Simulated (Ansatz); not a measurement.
`NB(F)O[SiH3]` + HCl → `NB(F)Cl` + silanol at 298.15 K and 1 bar (ligand exchange at a B–O bond).

Program: Ansatz. Geometries: PBE0-D4/def2-TZVP. ΔE: electronic, gas phase. CCSD(T)/CBS adds triple-zeta CCSD(T) − MP2 to the extrapolated MP2 energy (def2 sets, frozen cores). This one scheme is used for every species. One conformer a species, not always the lowest.

```csv
species,CCSD(T)/CBS energy (Eh),H − E (kJ/mol),S (J/(mol·K))
`NB(F)O[SiH3]`,-546.75004,189.8,350.6
HCl,-460.38127,26.6,186.8
`NB(F)Cl`,-640.42619,107.1,288.8
`O[SiH3]`,-366.69042,113.6,257.8
```

H − E and S are ideal-gas, rigid-rotor, harmonic terms from PBE0-D4/def2-TZVP, for one conformer and one mirror image of each species. 1 Eh = 2625.50 kJ/mol, R = 8.31446 J/(mol·K).

Question: By hand: ΔE, ΔH, ΔS and ΔG.

Answer: ΔE = (-640.42619) + (-366.69042) − (-546.75004) − (-460.38127) = 0.01470 Eh = 38.6 kJ/mol. Δ(H − E) = 107.1 + 113.6 − 189.8 − 26.6 = 4.3, so ΔH = 42.9 kJ/mol. ΔS = 288.8 + 257.8 − 350.6 − 186.8 = 9.2 J/(mol·K). ΔG = 42.9 − 298.15 × (9.2)/1000 = 40.2 kJ/mol.

Question: By hand: the equilibrium constant, and the temperature at which ΔG would vanish if ΔH and ΔS stayed fixed.

Answer: log₁₀ K = −ΔG/(RT ln 10) = -7.0. ΔG = 0 at ΔH/ΔS = 4663 K, far beyond where these terms or the molecules hold.

The number of gas molecules stays the same, so ΔS is small and ΔH decides. A doubt of 5 kJ/mol in ΔE shifts log₁₀ K by 0.9 here. Other conformers and mirror images would add mixing entropy, several J/(mol·K) or more a flexible species. Modes under 60 cm⁻¹, often nearly free rotors, make the harmonic entropy too high. These are equilibria of isolated gas molecules and say nothing of rates. Largest T1 diagnostic: 0.011 (customary marks: 0.02 for closed shells, 0.045 for open ones).
